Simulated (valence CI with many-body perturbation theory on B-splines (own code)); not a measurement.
## Pd²³⁺: M1 decay

Computed by relativistic CI+MBPT: five valence electrons over a frozen Dirac-Fock core [Ar], a basis of 7 s, 7 p, 8 d, 6 f, 4 g, 1 h functions for each j, with the one-electron correlation potential Σ1 (screened to all orders), the two-electron term Σ2, the three-electron term Σ3, Breit, model QED; selected single and double excitations, second order for the rest (own B-spline code, finite nucleus).

No measured levels were compared; by estimate terms of the open shell hold to 2 to 4 % of their energy, and close levels can change places. Core correlation moves these levels by up to 13000 cm⁻¹, and in measured spectra 5 to 20 % of such shifts remained as error; rates that hang on mixing are uncertain with them. Only levels of the ground parity were solved; by the run's estimate the other parity begins above the list, which can be wrong where configurations are misplaced.

Lines 51 to 100 of 120 in falling wavelength, among levels below 444280 cm⁻¹, chosen from the decays that carry over 1 % of a level's rate. Wavelengths and rates use the calculated energies, so an error of 3000 cm⁻¹ moves a line at 172.7 nm by 5.2 % and its rate by three times that or more. S is in atomic units (e²a₀⁴ for E2 and M2, e²a₀⁶ for E3), for M1 in squared Bohr magnetons. Weak lines are less certain than strong ones. Lines between different terms over intervals too small for the method are left out, as are lines whose strength nearly cancels.

Names give the largest LS component (configuration and term), which can be under half, so a name can repeat, a term be missing and a line seem to break the LS rules; names also repeat where a configuration has a term twice. Letters in brackets count levels of one name in rising energy.

| λ vac (nm) | Upper | Lower | Type | A (s⁻¹) | S (a.u.) |
| --- | --- | --- | --- | --- | --- |
| 172.7 | 3d⁵ ²F_7/2 [a] | 3d⁵ ⁴G_5/2 [b] | M1 | 3.07e+01 | 4.69e-02 |
| 168.2 | 3d⁵ ⁴D_7/2 | 3d⁵ ⁴G_5/2 [a] | M1 | 2.61e+01 | 3.68e-02 |
| 166.5 | 3d⁵ ²F_7/2 [c] | 3d⁵ ²F_5/2 [a] | M1 | 3.24e+02 | 4.43e-01 |
| 164.8 | 3d⁵ ²D_3/2 [a] | 3d⁵ ⁴D_3/2 | M1 | 8.24e+02 | 5.46e-01 |
| 156.9 | 3d⁵ ²F_5/2 [b] | 3d⁵ ⁴D_3/2 | M1 | 1.99e+02 | 1.71e-01 |
| 155.0 | 3d⁵ ⁴F_5/2 | 3d⁵ ⁴D_7/2 | M1 | 2.63e+02 | 2.18e-01 |
| 154.0 | 3d⁵ ²D_3/2 [a] | 3d⁵ ⁴D_1/2 | M1 | 5.22e+02 | 2.82e-01 |
| 153.1 | 3d⁵ ²F_7/2 [a] | 3d⁵ ⁴G_7/2 | M1 | 3.46e+01 | 3.68e-02 |
| 150.8 | 3d⁵ ²H_11/2 | 3d⁵ ²G_9/2 [a] | M1 | 6.10e+02 | 9.30e-01 |
| 149.7 | 3d⁵ ²I_13/2 | 3d⁵ ⁴G_11/2 | M1 | 1.77e+02 | 3.08e-01 |
| 149.0 | 3d⁵ ²H_9/2 | 3d⁵ ⁴D_7/2 | M1 | 2.42e+02 | 2.97e-01 |
| 148.4 | 3d⁵ ²F_7/2 [c] | 3d⁵ ²G_9/2 [a] | M1 | 1.34e+03 | 1.30e+00 |
| 146.9 | 3d⁵ ⁴D_5/2 | 3d⁵ ⁴G_5/2 [a] | M1 | 5.89e+02 | 4.15e-01 |
| 146.8 | 3d⁵ ⁴F_3/2 | 3d⁵ ⁴P_3/2 | M1 | 2.53e+03 | 1.19e+00 |
| 145.3 | 3d⁵ ²H_11/2 | 3d⁵ ²I_13/2 | M1 | 1.07e+03 | 1.46e+00 |
| 144.2 | 3d⁵ ²G_9/2 [a] | 3d⁵ ⁴G_11/2 | M1 | 5.87e+02 | 6.53e-01 |
| 137.8 | 3d⁵ ²F_5/2 [a] | 3d⁵ ⁴G_5/2 [b] | M1 | 5.87e+03 | 3.42e+00 |
| 137.6 | 3d⁵ ²G_9/2 [a] | 3d⁵ ⁴G_7/2 | M1 | 5.59e+02 | 5.40e-01 |
| 133.8 | 3d⁵ ²F_7/2 [c] | 3d⁵ ²F_7/2 [a] | M1 | 8.39e+02 | 5.96e-01 |
| 132.1 | 3d⁵ ²G_7/2 [a] | 3d⁵ ⁴D_7/2 | M1 | 3.03e+02 | 2.07e-01 |
| 131.5 | 3d⁵ ²F_5/2 [a] | 3d⁵ ⁴P_3/2 | M1 | 3.54e+02 | 1.79e-01 |
| 131.5 | 3d⁵ ²D_3/2 [a] | 3d⁵ ⁴D_5/2 | M1 | 9.55e+02 | 3.22e-01 |
| 126.5 | 3d⁵ ²F_5/2 [b] | 3d⁵ ⁴D_5/2 | M1 | 3.98e+02 | 1.79e-01 |
| 125.7 | 3d⁵ ²F_7/2 [b] | 3d⁵ ⁴D_5/2 | M1 | 7.41e+02 | 4.37e-01 |
| 125.0 | 3d⁵ ²F_5/2 [a] | 3d⁵ ⁴G_7/2 | M1 | 8.31e+02 | 3.61e-01 |
| 120.1 | 3d⁵ ²H_11/2 | 3d⁵ ²I_11/2 | M1 | 4.04e+03 | 3.11e+00 |
| 119.9 | 3d⁵ ⁴D_3/2 | 3d⁵ ⁴G_5/2 [a] | M1 | 2.52e+02 | 6.44e-02 |
| 116.0 | 3d⁵ ⁴G_5/2 [a] | 3d⁵ ⁶S_5/2 | M1 | 2.64e+03 | 9.17e-01 |
| 114.0 | 3d⁵ ²F_5/2 [b] | 3d⁵ ⁴D_7/2 | M1 | 1.17e+03 | 3.87e-01 |
| 113.4 | 3d⁵ ²F_7/2 [b] | 3d⁵ ⁴D_7/2 | M1 | 2.36e+03 | 1.02e+00 |
| 112.6 | 3d⁵ ²G_9/2 [b] | 3d⁵ ²I_11/2 | M1 | 7.79e+02 | 4.13e-01 |
| 111.5 | 3d⁵ ²F_7/2 [a] | 3d⁵ ⁴G_5/2 [a] | M1 | 1.18e+02 | 4.84e-02 |
| 108.5 | 3d⁵ ⁴F_5/2 | 3d⁵ ⁴G_5/2 [b] | M1 | 9.97e+02 | 2.83e-01 |
| 107.8 | 3d⁵ ²H_9/2 | 3d⁵ ⁴G_9/2 | M1 | 2.68e+03 | 1.25e+00 |
| 103.8 | 3d⁵ ²F_7/2 [c] | 3d⁵ ⁴D_5/2 | M1 | 5.90e+01 | 1.96e-02 |
| 103.7 | 3d⁵ ⁴F_3/2 | 3d⁵ ⁴G_5/2 [a] | M1 | 2.05e+03 | 3.39e-01 |
| 101.2 | 3d⁵ ²H_9/2 | 3d⁵ ⁴G_11/2 | M1 | 1.07e+03 | 4.11e-01 |
| 100.4 | 3d⁵ ⁴F_5/2 | 3d⁵ ⁴G_7/2 | M1 | 1.01e+03 | 2.27e-01 |
| 98.67 | 3d⁵ ²G_7/2 [a] | 3d⁵ ⁴G_9/2 | M1 | 1.01e+03 | 2.87e-01 |
| 98.55 | 3d⁵ ²D_3/2 [a] | 3d⁵ ⁴P_1/2 | M1 | 5.98e+01 | 8.49e-03 |
| 97.84 | 3d⁵ ²H_9/2 | 3d⁵ ⁴G_7/2 | M1 | 1.06e+03 | 3.68e-01 |
| 96.77 | 3d⁵ ²G_7/2 [a] | 3d⁵ ⁴G_5/2 [b] | M1 | 4.92e+01 | 1.32e-02 |
| 95.81 | 3d⁵ ²F_5/2 [a] | 3d⁵ ⁴G_5/2 [a] | M1 | 4.42e+02 | 8.65e-02 |
| 95.25 | 3d⁵ ²F_7/2 [c] | 3d⁵ ⁴D_7/2 | M1 | 3.01e+02 | 7.73e-02 |
| 91.41 | 3d⁵ ²G_9/2 [b] | 3d⁵ ⁴D_7/2 | M1 | 1.17e+03 | 3.30e-01 |
| 90.42 | 3d⁵ ⁴G_7/2 | 3d⁵ ⁶S_5/2 | M1 | 1.22e+02 | 2.66e-02 |
| 89.04 | 3d⁵ ²D_3/2 [a] | 3d⁵ ⁴G_5/2 [b] | M1 | 7.89e+01 | 8.27e-03 |
| 87.86 | 3d⁵ ²F_7/2 [b] | 3d⁵ ⁴G_9/2 | M1 | 2.23e+03 | 4.50e-01 |
| 87.27 | 3d⁵ ⁴P_3/2 | 3d⁵ ⁶S_5/2 | M1 | 4.46e+03 | 4.39e-01 |
| 86.70 | 3d⁵ ²F_5/2 [b] | 3d⁵ ⁴G_5/2 [b] | M1 | 9.66e+02 | 1.40e-01 |
